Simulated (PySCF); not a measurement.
## Vanadium: a sound run and one with changed settings

Sound run: V⁺ [Ar] 3d4, V²⁺ [Ar] 3d3. Computed with PySCF 2.14 in x2c-TZVPall (6s5p4d1f, 48 functions), with the spin-free X2C one-electron Hamiltonian (Gaussian nucleus). In the sound run the correlated levels freeze [Ar]. The sound run starts from symmetry-adapted Hartree-Fock orbitals and uses a fine grid where one is needed.

Changed run: no relativity, point nucleus. This setting is unsound on purpose.

```json
{"species": "V⁺", "method": "UHF", "sound run (hartree)": "-947.90607", "changed run (hartree)": "-941.18542", "converged": "yes"}
{"species": "V⁺", "method": "MN15", "sound run (hartree)": "-949.34310", "changed run (hartree)": "-942.63632", "converged": "yes"}
{"species": "V⁺", "method": "MP2", "sound run (hartree)": "-947.94376", "changed run (hartree)": "-941.22272", "converged": "yes"}
{"species": "V²⁺", "method": "UHF", "sound run (hartree)": "-947.42072", "changed run (hartree)": "-940.69421", "converged": "yes"}
{"species": "V²⁺", "method": "MN15", "sound run (hartree)": "-948.78663", "changed run (hartree)": "-942.07468", "converged": "yes"}
{"species": "V²⁺", "method": "MP2", "sound run (hartree)": "-947.43462", "changed run (hartree)": "-940.70795", "converged": "yes"}
```

Ionisation energy of V⁺:

```tsv
method	sound run (eV)	changed run (eV)
UHF	13.207	13.367
MN15	15.142	15.283
M06-L	n/a	14.664
MP2	13.854	14.007
SCS-MP2	13.423	13.580
```

Most of the change in total energy is the relativistic energy itself. On top of that the contraction fixes the core shape for the Hamiltonian it was made with, so the changed run is not a good calculation with the other Hamiltonian either.

For comparison, NIST gives 14.634 ± 0.007 eV between the lowest levels.
